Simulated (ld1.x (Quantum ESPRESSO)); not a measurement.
## Building the ultrasoft potential for In (PBEsol, scalar-relativistic).

| Property | Result |
| --- | --- |
| Element | indium (In) |
| Generator | ld1.x (Quantum ESPRESSO) 7.5 |
| Type | ultrasoft |
| Functional | PBEsol |
| Relativity | scalar-relativistic |
| Frozen core | [Kr] 4d10 |
| Valence charge | 3 |
| Reference configuration | 5s2 5p0 (charge +1) |
| Partial waves | 5s (bound): rcut 1.85, rcutus 2.40 bohr; 5s channel at -0.35 Ry: rcut 1.85, rcutus 2.40 bohr; 5p (bound, empty): rcut 1.85, rcutus 2.20 bohr; 5p channel at 0.2 Ry: rcut 1.85, rcutus 2.20 bohr |
| Local potential | all-electron potential smoothed inside 2.20 bohr (lloc = -1) |
| Core correction | Bessel-smoothed model core inside 1.80 bohr |
| Augmentation charge | PSQ, inside the norm-conserving radii |

All-electron outer shells of the reference configuration (PBEsol, scalar-relativistic, ld1.x):

```tsv
shell	level (eV)	outermost node (bohr)	outermost maximum (bohr)
4d	-26.07	0.40	0.94
5s	-14.98	1.02	2.11
5p	-8.42	1.14	2.61
```

Q: Does the generator finish with these settings?

A: Yes, a potential is produced and its reference levels are reproduced.

Q: Estimate the cutoffs (Ry, on a coarse ladder) from which the occupation-weighted sum of valence levels, in a spherical-Bessel basis at the reference potential, stays within 10 and 1 mRy of its value at 400 Ry.

A: 6 Ry and 6 Ry.

Q: Does the potential have ghost states?

A: Ghost state, extra bound levels that the all-electron valence spectrum of the same l lacks: d at -4.0 eV. A true bound ghost makes a file unfit for plane-wave use.

Q: Is the overlap operator S = 1 + Σ q|β⟩⟨β| positive definite (Bessel basis up to 400 Ry)?

A: Yes: its lowest eigenvalue is 0.34 (s channel).

Its largest configuration-test error is -141 meV (5s1 5p0). Test run stopped at test 5 of 7 (negative rho).
